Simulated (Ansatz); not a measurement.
Basis-set extrapolation for `CC#CBO` (PBE0-D4/def2-TZVP geometry, frozen core, Ansatz). Multiplicity 1, RHF reference.

|  | def2-TZVPP | def2-QZVPP |
| --- | --- | --- |
| HF | -216.157441 | -216.167191 |
| MP2 correlation | -0.807015 | -0.862907 |
| CCSD(T) correlation | -0.871480 | not run |

Energies in hartree. Use E(X) = E(∞) + A·exp(−7.88·√X) for Hartree–Fock and E(X) = E(∞) + B·X^(−2.97) for correlation, with X = 3 and 4, and add CCSD(T) minus MP2 of the smaller set to the MP2 limit.

Task: What is the CCSD(T) energy at the basis-set limit?

Result: HF limit: -216.167191 + (-0.009750) × 0.13774 = -216.16853. MP2 limit: -0.862907 + (-0.055892) × 0.74074 = -0.90431. Higher-order term: -0.871480 − (-0.807015) = -0.06446. Total: -217.13730 hartree, 284.5 kJ/mol below CCSD(T)/def2-TZVPP.
